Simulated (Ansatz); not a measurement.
`[CH3][AlH][OH]` + `BO` → `B[O][AlH][OH]` + CH₄ at 700 K and 1 bar (ligand exchange at the Al–C bond).

Calculated with Ansatz (gas phase, PBE0-D4/def2-TZVP geometries, no zero-point term in ΔE). CCSD(T)/CBS adds triple-zeta CCSD(T) − MP2 to the extrapolated MP2 energy (def2 sets, frozen cores). This one scheme is used for every species. Each species was taken in one conformer, which may not be the lowest.

| species | CCSD(T)/CBS energy (Eh) | H − E (kJ/mol) | S (J/(mol·K)) |
| --- | --- | --- | --- |
| `[CH3][AlH][OH]` | -358.31021 | 207.1 | 395.2 |
| `BO` | -101.80414 | 126.4 | 277.4 |
| `B[O][AlH][OH]` | -419.70702 | 187.7 | 428.4 |
| CH₄ | -40.46206 | 145.9 | 224.0 |

H − E and S are ideal-gas, rigid-rotor, harmonic terms from PBE0-D4/def2-TZVP, for one conformer and one mirror image of each species. 1 Eh = 2625.50 kJ/mol, R = 8.31446 J/(mol·K).

**Question.** By hand: ΔE, ΔH, ΔS and ΔG.

**Answer.** ΔE = (-419.70702) + (-40.46206) − (-358.31021) − (-101.80414) = -0.05473 Eh = -143.7 kJ/mol. Δ(H − E) = 187.7 + 145.9 − 207.1 − 126.4 = 0.1, so ΔH = -143.6 kJ/mol. ΔS = 428.4 + 224.0 − 395.2 − 277.4 = -20.2 J/(mol·K). ΔG = -143.6 − 700 × (-20.2)/1000 = -129.5 kJ/mol.

**Question.** By hand: the equilibrium constant, and the temperature at which ΔG would vanish if ΔH and ΔS stayed fixed.

**Answer.** log₁₀ K = −ΔG/(RT ln 10) = 9.7. ΔG = 0 at ΔH/ΔS = 7109 K, far beyond where these terms or the molecules hold.

ΔH outweighs TΔS. A doubt of 5 kJ/mol in ΔE shifts log₁₀ K by 0.4 here. Other conformers and mirror images would add mixing entropy, several J/(mol·K) or more a flexible species. Modes under 60 cm⁻¹, often nearly free rotors, make the harmonic entropy too high. These are equilibria of isolated gas molecules and say nothing of rates. Largest T1 diagnostic: 0.014 (customary marks: 0.02 for closed shells, 0.045 for open ones).
